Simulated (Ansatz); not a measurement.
Calculated with Ansatz (gas phase, PBE0-D4/def2-TZVP geometries, no zero-point term in ΔE). CCSD(T)/CBS adds triple-zeta CCSD(T) − MP2 to the extrapolated MP2 energy (def2 sets, frozen cores). This one scheme is used for every species. Functionals use def2-TZVPP. One conformer a species, not always the lowest.

`[SiH3]OB(S)Cl` + H₂ → `[SiH3]OBS` + HCl  (hydrogenolysis of a B–Cl bond)

`[SiH3]OB(S)Cl`:

Cartesian coordinates in Å:
```
Si -0.017 0.960 1.344
O 0.633 -0.231 0.395
B 0.375 -0.846 -0.767
S -1.050 -0.372 -1.783
Cl 1.463 -2.135 -1.291
H -0.564 0.325 2.564
H 1.077 1.895 1.689
H -1.091 1.670 0.606
H -0.827 -1.265 -2.757
```

H₂:

Z-matrix (Å, degrees):
```
H
H 1 0.746
```

`[SiH3]OBS`:

```xyz
9

Si   -0.856   -1.069    0.244
O     0.676   -0.466    0.278
B     1.386    0.645   -0.003
S     0.715    2.186   -0.667
H    -1.266   -1.362    1.636
H    -1.806   -0.095   -0.359
H    -0.838   -2.308   -0.566
H     2.566    0.650    0.191
H    -0.576    1.819   -0.753
```

HCl:

Z-matrix (Å, degrees):
```
Cl
H 1 1.279
```

Question: Is it downhill or uphill in electronic energy at CCSD(T)/CBS, and by how much? (An estimate is asked.)

Answer: Computed: Uphill: ΔE = +63.9 kJ/mol.

Question: What do these levels give: r2SCANh-D4, PBE0, r2SCANh, MP2/def2-SVP, CCSD(T)/def2-TZVPP, CCSD/CBS(def2)? (An estimate is asked.)

Answer: Ansatz gave: r2SCANh-D4 70.3, PBE0 61.2, r2SCANh 68.8, MP2/def2-SVP 77.7, CCSD(T)/def2-TZVPP 62.0, CCSD/CBS(def2) 59.1 kJ/mol.

Largest T1 diagnostic among the species: 0.013.

The D4 term adds +9.0 kJ/mol with B3LYP and +4.8 kJ/mol with PBE0; it sums over pairs of atoms, weighted by their polarisabilities, and B3LYP, whose exchange is more repulsive, gets the larger term. At CCSD(T), def2-SVP lies +4.6 kJ/mol from the extrapolated value and def2-TZVPP −1.9 kJ/mol.

B3LYP here is the variant with VWN-RPA as its local correlation; programs differ in this.
